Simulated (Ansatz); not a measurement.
Molecule: KF, net charge 0, singlet state. 
Geometry from a B3LYP-D3(BJ)/def2-TZVP (Ansatz, an electronic-structure program) optimisation:
SMILES: [F][K]
```xyz
2

K      0.0000     0.0000    -0.7078
F      0.0000     0.0000     1.4942
```
Charge 0, spin multiplicity 1.

Basis-set convergence of Hartree-Fock and CCSD correlation energies (hartree) with Ansatz. Valence correlation only, unless marked. No spin-orbit coupling. The frozen core is the preceding noble-gas configuration, with the filled d and f shells of earlier blocks. The outer core of K, Ca and their heavier congeners is not correlated, a term that matters for these elements. No relativistic terms.

```
basis       functions       E(HF)  E(corr, CCSD)
----------  ---------  ----------  -------------
def2-SVP           38  -698.46306       -0.20235
def2-TZVPP         64  -698.67356       -0.27255
def2-QZVPP        127  -698.69253       -0.29867
```

Extrapolating the two largest sets (X = 3 and 4) as X^-3: E(corr) = (64·(-0.29867) - 27·(-0.27255))/37 = -0.3177 Eh, an estimate of the basis-set limit. The largest set recovers 94.0 % of it, the smallest 63.7 %.
